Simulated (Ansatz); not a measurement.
BH₅N₂S, SMILES `NB(N)S`, 9 atoms. Total charge 0; spin multiplicity 1. All runs use 2 threads of a server CPU on a shared host. Correlated methods freeze the cores.

**Question.** How many basis functions does each run have, and how long does it take in Ansatz? RKS PBE0-D4/def2-TZVP frequencies; RKS HSE06-D4/def2-TZVPP energy; RKS r2SCANh-D4/def2-TZVPP energy; RKS ωB97M-V/def2-SVP energy; direct RPA on PBE orbitals/def2-TZVPP energy; RKS PBE0-D4/def2-QZVPP energy; RKS B97M-V/def2-TZVPP energy; RHF-CCSD(T)/def2-SVP energy; RHF-CCSD(T)/def2-TZVPP energy; RHF-MP2/def2-QZVPP energy; RKS PBE0-D4/def2-SVP energy; RKS ωB97X-V/def2-TZVPP energy. (Best estimate.)

**Answer.** Ansatz gave: Other jobs shared the machine, so times are rough.

```csv
level,job,functions,wall time,peak host memory (GiB)
RKS PBE0-D4/def2-SVP,energy,85,1.1 s,0.15
RHF-CCSD(T)/def2-SVP,energy,85,3 s,0.27
RKS HSE06-D4/def2-TZVPP,energy,205,3.4 s,0.4
RKS ωB97M-V/def2-SVP,energy,85,4.8 s,0.23
RKS r2SCANh-D4/def2-TZVPP,energy,205,5.5 s,0.44
direct RPA on PBE orbitals/def2-TZVPP,energy,205,6.5 s,0.43
RKS PBE0-D4/def2-QZVPP,energy,391,8.5 s,1
RKS ωB97X-V/def2-TZVPP,energy,205,9 s,0.47
RKS B97M-V/def2-TZVPP,energy,205,10 s,0.28
RHF-MP2/def2-QZVPP,energy,391,21 s,1.8
RHF-CCSD(T)/def2-TZVPP,energy,205,80 s,2.7
RKS PBE0-D4/def2-TZVP,frequencies,160,2 min,0.32
```

HSE06 is defined as in plane-wave codes.
